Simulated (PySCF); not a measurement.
Gas-phase reaction: borazine + 6 NH → 3 H2BNH2 + 3 N2

Energies from PySCF (xtb for GFN2), thermal terms from the rigid-rotor harmonic-oscillator model, ideal gas at 1 bar. † marks an energy on the PBE0/def2-TZVP geometry and frequencies; other levels use their own. MP2 freezes the core. Open shells (unrestricted): NH (multiplicity 3); the rest are closed-shell singlets. GFN2 has no spin-polarisation term. B3LYP is the form with VWN-RPA correlation. H2BNH2: computed as isolated molecules; such fragments, hydroxides, amides, oligomers or adducts are transient or little studied in the gas. MP2 isn't extrapolated to the basis-set limit.

```
level               ΔH°(298 K), kJ
------------------  --------------
B3LYP/def2-TZVP†                 …
GFN2-xTB                     -2582
MP2/def2-TZVPP†                  …
LDA/def2-TZVP†               -2137
ωB97M-V/def2-TZVP†           -1886
```

Q: Complete the blanks.

A: 
- B3LYP/def2-TZVP†, ΔH°(298 K), kJ: -1845
- MP2/def2-TZVPP†, ΔH°(298 K), kJ: -1987
